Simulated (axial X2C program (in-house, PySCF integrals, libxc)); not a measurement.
**NdF: the levels of the configuration f3 s2**

Computed with an in-house all-electron X2C program for linear molecules (integrals from PySCF): two-component X2C with atomic mean-field Coulomb and Gaunt terms, basis Nd dyall-v3z, F dyall-av3z (cores contracted in-house). Orbitals come from Hartree–Fock averaged over the configuration Nd f3 s2; CI then distributes these electrons over the f, s shells of Nd.

R = 2.018 Å (near the minimum of the configuration average).

Active spinors (ω > 0):

| shell | ω | ε (eV) | character |
| --- | --- | --- | --- |
| f | 5/2 | 2.38 | 100% Nd f |
| f | 3/2 | 2.48 | 100% Nd f |
| f | 1/2 | 2.57 | 99% Nd f |
| f | 7/2 | 2.68 | 100% Nd f |
| f | 5/2 | 2.76 | 100% Nd f |
| f | 3/2 | 2.84 | 99% Nd f |
| f | 1/2 | 2.89 | 99% Nd f |

Filled shells are left out: they mix freely with the closed shells.

Lowest levels of this model:

| Ω | energy (cm⁻¹) | g∥ | μ (D) | configuration |
| --- | --- | --- | --- | --- |
| 9/2 | 0 | 6.32 | -1.71 | 100% f3 s2 |
| 5/2 | 601 | 3.61 | -1.68 | 100% f3 s2 |
| 7/2 | 615 | 5.15 | -1.65 | 100% f3 s2 |
| 3/2 | 669 | 1.99 | -1.68 | 100% f3 s2 |
| 1/2 | 790 | 0.60 | -1.66 | 100% f3 s2 |
| 11/2 | 1795 | 10.36 | -1.70 | 100% f3 s2 |
| 9/2 | 2276 | 8.91 | -1.66 | 100% f3 s2 |
| 7/2 | 2380 | 6.73 | -1.67 | 100% f3 s2 |
| 5/2 | 2442 | 4.74 | -1.67 | 100% f3 s2 |
| 3/2 | 2499 | 2.90 | -1.67 | 100% f3 s2 |
| 1/2 | 2527 | 1.00 | -1.67 | 100% f3 s2 |
| 13/2 | 3683 | 14.23 | -1.71 | 100% f3 s2 |
| 11/2 | 4191 | 12.41 | -1.66 | 100% f3 s2 |
| 9/2 | 4294 | 10.04 | -1.66 | 100% f3 s2 |
| 7/2 | 4346 | 7.72 | -1.67 | 100% f3 s2 |
| 5/2 | 4400 | 5.54 | -1.67 | 100% f3 s2 |
| 3/2 | 4454 | 3.38 | -1.66 | 100% f3 s2 |
| 1/2 | 4486 | 1.14 | -1.66 | 100% f3 s2 |
| 15/2 | 5626 | 17.99 | -1.71 | 100% f3 s2 |
| 13/2 | 6293 | 15.76 | -1.64 | 100% f3 s2 |
| 9/2 | 6370 | 10.76 | -1.67 | 100% f3 s2 |
| 11/2 | 6380 | 13.23 | -1.65 | 100% f3 s2 |
| 7/2 | 6387 | 8.42 | -1.68 | 100% f3 s2 |
| 5/2 | 6461 | 6.12 | -1.67 | 100% f3 s2 |
| 3/2 | 6555 | 3.74 | -1.66 | 100% f3 s2 |
| 1/2 | 6616 | 1.26 | -1.65 | 100% f3 s2 |

g∥ is the magnitude of 2⟨Lz + ge Sz⟩ for the +Ω component. μ is positive if the F end is positive.

**Question.** From Ω and g∥ of the lowest level, whose 2⟨Lz + ge Sz⟩ is positive, find ⟨Sz⟩ and ⟨Lz⟩ (ge = 2.0023).

**Answer.** Ω = ⟨Lz⟩ + ⟨Sz⟩ = 9/2 and ⟨Lz⟩ + ge⟨Sz⟩ = 3.160, so ⟨Sz⟩ = -1.34 and ⟨Lz⟩ = 5.84.

Occupations of the active spinors in the lowest level by ω, shell by shell in order of energy: -7/2: 0.00; -5/2: 0.00 0.00; -3/2: 0.00 0.00; -1/2: 0.04 0.02 1.00; 1/2: 0.82 0.12 1.00; 3/2: 0.86 0.11; 5/2: 0.91 0.09; 7/2: 0.03. The leading determinant has weight 0.69 among 237.

This point took 1.1 s on 1 thread of Intel(R) Xeon(R) 6975P-C (Granite Rapids) (shared host).

There is no dynamic correlation: spin–orbit spacings and, for f shells, spacings inside one term are the most reliable numbers, splittings between terms come out too wide, and energies between configurations are not reliable, so the lowest level need not be the ground state of the molecule. At most 4 roots were kept for each Ω > 0 (twice that for Ω = 0) within 2.2 eV of the lowest, so higher up levels can be missing between those listed; levels with Ω > 0 are doubly degenerate and listed once, Ω = 0 levels singly.
